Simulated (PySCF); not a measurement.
A GIAO shielding run with PySCF 2.14 (density fitting, non-relativistic, gas phase) on SMILES C(=C/[SiH3])/S[SiH2]P, C2H9PSSi2:

```
$ OMP_NUM_THREADS=1 python probes_run.py task.json out

{"job": {"kind": "nmr", "xc": "PBE0", "basis": "pcSseg-1"}, "charge": 0, "multiplicity": 1}
Si    -3.153968     0.100644    -0.480125
C     -1.609776     1.060850     0.001246
C     -0.382418     0.562477    -0.040184
S     -0.028696    -1.075982    -0.578535
Si     2.061572    -1.303498    -0.090663
P      3.031840     0.704555     0.112468
H     -3.288754    -1.076106     0.378834
H     -3.075417    -0.306178    -1.883142
H     -4.290143     1.004049    -0.278461
H     -1.707286     2.085964     0.333780
H      0.498868     1.130139     0.242652
H      2.169721    -1.968456     1.207629
H      2.562351    -2.160294    -1.161142
H      4.305314     0.199422    -0.068899
H      2.902378     1.050404    -1.223025
```

Hardware: 1 thread of an Arm Neoverse V1, shared host. The job also computes population analyses, field gradients.

Q: How large is the calculation?

A: 80 electrons, 175 basis functions and 1004 auxiliary functions.

Q: How long does it take, and how much memory does it need?

A: 25 s of wall time, with 14 SCF cycles and 5 response iterations; peak memory 0.8 GiB. Times on a shared host scatter by some tens of per cent.
